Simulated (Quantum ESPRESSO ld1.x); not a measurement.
Problem. These are the eigenvalues of the occupied orbitals of an atom or ion with whole-number occupations (hartree). Method: scalar-relativistic Kohn-Sham, LDA (Slater exchange, Perdew-Wang correlation), spin-polarised, spherical densities, point nucleus; computed with ld1.x of Quantum ESPRESSO 7.5.

| orbital | eigenvalue |
|---|---|
| 1s up | -1920.04 |
| 1s down | -1920.01 |
| 2s up | -382.613 |
| 2s down | -381.838 |
| 2p up | -349.634 |
| 2p down | -349.017 |
| 3s up | -137.314 |
| 3s down | -136.481 |
| 3p up | -127.163 |
| 3p down | -126.314 |
| 3d up | -115.234 |

Which element is it, and in what charge state? The configuration may be excited. Open shells, if any, are filled with parallel spins first.

Solution. Z = 64, gadolinium, charge +41: Gd41+ in [Ar] 3d5. The list shows which subshells hold electrons but not how many an open one holds; the 1s level, -1920 hartree, gives Z - s = 62.0 by -(Z - s)^2/2, which with screening and relativity narrows Z to a few neighbours, and the depths of the outer levels then fix element, charge and occupations together.
